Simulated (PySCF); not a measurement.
# How the method changes the shape and vibrations of CClH4Si

Calculated results; nothing here was measured. The program is PySCF 2.14.0, an open-source quantum chemistry code, run on an isolated molecule that a program drew, which may never have been made. The molecule is CClH4Si (charge 0, doublet), drawn as the SMILES string `C[SiH]Cl`.

The geometry was optimised and harmonic frequencies were computed with HF and MP2, all in the cc-pV(D+d)Z basis, for the commonest isotopes, with a restricted reference for singlets and an unrestricted one otherwise, and a frozen core in MP2. Each result is a local minimum of its method.

Geometry at the HF minimum:
```xyz
7
CClH4Si, angstrom
C    -0.4776    0.8333    0.0186
Si    0.1507    2.5996    0.0352
Cl   -0.2999    3.5142   -1.7837
H     0.0005    0.2549   -0.7743
H    -1.5590    0.8176   -0.1442
H    -0.2637    0.3528    0.9773
H    -0.4935    3.4024    1.0993
```

Lengths of the bonds as drawn, in Å (atoms numbered as above):
```
bond,HF,MP2
C1-Si2,1.875,1.877
Si2-Cl3,2.085,2.077
C1-H4,1.092,1.102
C1-H5,1.094,1.104
C1-H6,1.093,1.103
Si2-H7,1.480,1.486
```

Rotational constants, in GHz:
```
constant,HF,MP2
A,17.9,17.91
B,3.868,3.878
C,3.3,3.31
```

Harmonic frequencies in cm^-1, each column in rising order, so a row needn't be the same motion in every method:
| rank | HF | MP2 |
|---|---|---|
| 1 | 164 | 160 |
| 2 | 207 | 193 |
| 3 | 527 | 532 |
| 4 | 594 | 558 |
| 5 | 716 | 693 |
| 6 | 774 | 742 |
| 7 | 862 | 808 |
| 8 | 952 | ? |
| 9 | 1385 | 1273 |
| 10 | 1543 | 1445 |
| 11 | 1548 | 1450 |
| 12 | 2301 | 2254 |
| 13 | 3168 | 3080 |
| 14 | 3254 | 3186 |
| 15 | 3269 | 3201 |

**Estimate the missing MP2 frequency from the HF column.**

A single factor s that minimises the squared misfit of MP2 against s times HF over the other rows is sum(HF x MP2) / sum(HF^2) = 0.9695, with an rms misfit of 32 cm^-1. For rank 8 it gives 0.9695 x 952 = 923 cm^-1. The calculation gives 900 cm^-1, 23 cm^-1 below the estimate. The drawn bonds are on average 0.5 % longer in MP2 than in HF.
